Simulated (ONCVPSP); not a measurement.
# Configuration tests for manganese (ONCV)

- Element: Mn (Z = 25)
- Generator: ONCVPSP 4.0.1
- Type: optimised norm-conserving Vanderbilt (ONCV)
- Functional: PBEsol
- Relativity: fully relativistic
- Frozen core: [Ne] 3s2
- Valence charge: 13
- Reference configuration: 3p6 3d5 4s1 (charge +1)
- Partial waves: 4s: rc 2.40 bohr, ncon 4, nbas 8, qcut 2.2 1/bohr, 3 projectors, debl 2.8 Ha; 3p: rc 1.00 bohr, ncon 4, nbas 9, qcut 9.8 1/bohr, 3 projectors, debl 1.7 Ha; 3d: rc 1.85 bohr, ncon 4, nbas 9, qcut 7.5 1/bohr, 2 projectors, debl 3.4 Ha; f scattering state at 0.36 Ha: rc 2.10 bohr, ncon 4, nbas 8, qcut 4.7 1/bohr, 2 projectors, debl 0.8 Ha
- Local potential: polynomial inside 0.95 bohr (lpopt 5, dvloc0 0 Ha)
- Core correction: none

Open shells are filled in proportion to 2j + 1.

In the p channel the program set the typed energies aside and used -2.289, 0.250, 1.950 Ha (j = l + 1/2; the other j can differ).

Energies are relative to the spin-unpolarised reference configuration 3p6 3d5 4s1; without spin polarisation the order of configurations can differ from experiment.

Question: Give the all-electron excitation energy and the error of the potential for: 3p6 3d5 4s2; 3p6 3d5 4s0; 3p6 3d4 4s0; 3p6 3d6 4s1.

Answer:

| valence configuration | charge | ΔE all-electron (eV) | error AE − PS (meV) |
| --- | --- | --- | --- |
| 3p6 3d5 4s2 | 0 | -8.433 | -0.5 |
| 3p6 3d5 4s0 | +2 | 15.512 | 0.0 |
| 3p6 3d4 4s0 | +3 | 47.992 | +147 |
| 3p6 3d6 4s1 | 0 | -8.799 | +35 |

Levels in the configuration 3p6 3d5 4s0:

| level | all-electron (eV) | pseudo (eV) |
| --- | --- | --- |
| 3p j=3/2 | -71.841 | -71.793 |
| 3p j=1/2 | -73.109 | -73.060 |
| 3d j=5/2 | -24.231 | -24.256 |
| 3d j=3/2 | -24.355 | -24.380 |

Note: no bound ghost flagged; GHOST(+) flagged for s at 26.3 eV, f7/2 at 70.7 eV.
